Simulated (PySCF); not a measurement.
Species: C3H11NSSi2.
Structure used (GFN2-xTB), in Å, numbered top down from 1:
```
atom  x, y, z in Å
C1     3.3252    0.6038    0.1556
S2     1.8598    1.1299    1.0891
Si3    0.4044    0.7115   -0.4397
N4    -1.1254    1.0616    0.2434
C5    -2.2684    0.3345   -0.2677
C6    -1.9726   -1.1663   -0.2779
Si7   -0.2198   -1.4381   -0.9938
H8     4.1921    0.8183    0.7714
H9     3.2672   -0.4619   -0.0466
H10    3.3864    1.1598   -0.7750
H11    0.8057    1.5960   -1.5558
H12   -1.3522    1.9534    0.6510
H13   -2.5180    0.6639   -1.2885
H14   -3.1342    0.5452    0.3673
H15   -2.0028   -1.5322    0.7490
H16   -2.7557   -1.6860   -0.8274
H17   -0.3072   -1.6692   -2.4423
H18    0.4068   -2.6180   -0.3885
```

Probes without a nucleus sit at each ring's centroid and 1 Å off its mean plane on both sides; NICS is minus the shielding there, NICSzz its component along the normal. Level: GIAO PBE0/pcSseg-1 (PySCF, non-relativistic, gas phase) on the GFN2-xTB geometry, one conformer.

Ring bond lengths (Å), with Mayer bond orders in brackets: Si3–N4 1.712 (1.02), N4–C5 1.448 (0.96), C5–C6 1.530 (1.03), C6–Si7 1.913 (0.91), Si7–Si3 2.306 (0.87).

**Question.** Give the NICS values of each ring in ppm.

**Answer.** 
| ring | type | NICS(0) | NICS(1), two faces | NICS(1)zz, two faces | rms pucker (Å) | centre to ring atoms, mean (Å) |
| --- | --- | --- | --- | --- | --- | --- |
| Si3–N4–C5–C6–Si7 | 5-membered ring with N and 2 Si; formal bonds all single | -4.9 | -3.5 / -2.5 | -0.8 / -2.3 | 0.18 | 1.48 |

**Question.** What do they say, and how far can they be read as aromaticity?

**Answer.** 
- Si3–N4–C5–C6–Si7: mean NICS(1)zz -1.6 ppm, near zero. Si3, C5, C6, Si7 have four or more neighbours, and the NICS criterion for π rings isn't applied.

**Question.** At the first NICS(1) probe listed for ring Si3–N4–C5–C6–Si7, 1 Å off the ring, what do the in-plane components average?

**Answer.** The isotropic value is a third of the trace: (3 × -3.5 − (-0.8))/2 = -4.8 ppm.

**Question.** What are the shieldings of the ring atoms and their hydrogens in the same run (means over atoms taken as equivalent)?

**Answer.** 
```
atoms                   environment  σ isotropic (ppm)  principal values of the symmetric part, first atom (ppm)
  Si3                   SiH silicon              357.0                                       313.6, 342.0, 415.4
   N4        silicon-bound nitrogen              225.3                                       186.1, 222.7, 267.2
   C5  sp3 carbon bound to nitrogen              141.1                                       116.6, 139.4, 167.4
   C6   sp3 carbon bound to silicon              175.1                                       156.7, 175.0, 193.6
  Si7                  SiH2 silicon              425.3                                       397.9, 413.0, 464.9
  H11                 Si–H hydrogen              26.09                                          21.9, 24.5, 31.8
  H12                  N–H hydrogen              30.49                                          20.7, 29.3, 41.5
  H13            methylene hydrogen              28.70                                          22.8, 27.2, 36.1
  H14            methylene hydrogen              28.11                                          22.1, 27.2, 35.1
  H15            methylene hydrogen              30.57                                          25.7, 27.9, 38.1
  H16            methylene hydrogen              30.52                                          25.3, 27.6, 38.6
  H17                 Si–H hydrogen              28.02                                          24.4, 25.5, 34.1
  H18                 Si–H hydrogen              27.95                                          24.6, 25.5, 33.8
```
